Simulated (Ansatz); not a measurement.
Job for Ansatz (an electronic-structure program): R-wB97M-V/def2-TZVPPD on GeH6S (a complex), monomers drawn apart or pushed together. Files ending in .json are basis or fitting sets from the Basis Set Exchange.

Ansatz 0.2 input:
```yaml
crystal:
  periodic: [false, false, false]
  atoms:
    - {symbol: S, position_ang: [0.15622602, -0.37545103, -0.31384901]}
    - {symbol: H, position_ang: [0.27778211, -1.63364362, 0.13843912]}
    - {symbol: H, position_ang: [-1.17203866, -0.37163864, -0.11926021]}
    - {symbol: Ge, position_ang: [-0.02944861, 0.27895314, 4.07163004]}
    - {symbol: H, position_ang: [-0.15724956, 0.42941624, 5.59799721]}
    - {symbol: H, position_ang: [-1.03640796, -0.77781978, 3.59213584]}
    - {symbol: H, position_ang: [1.39500889, -0.17228340, 3.72394805]}
    - {symbol: H, position_ang: [-0.33444115, 1.62429895, 3.40090259]}
basis:
  gaussian:
    orbitals: def2-TZVPPD.json
hamiltonian:
  xc: {name: wB97M-V}
scf: {lower_state_search: off}
```

**Question.** What total energy does the run end on?

**Answer.** -2478.6281 hartree.

**Question.** How many basis functions does it have, and what does it roughly cost on one machine?

**Answer.** 207 functions; very roughly 11 core-seconds.
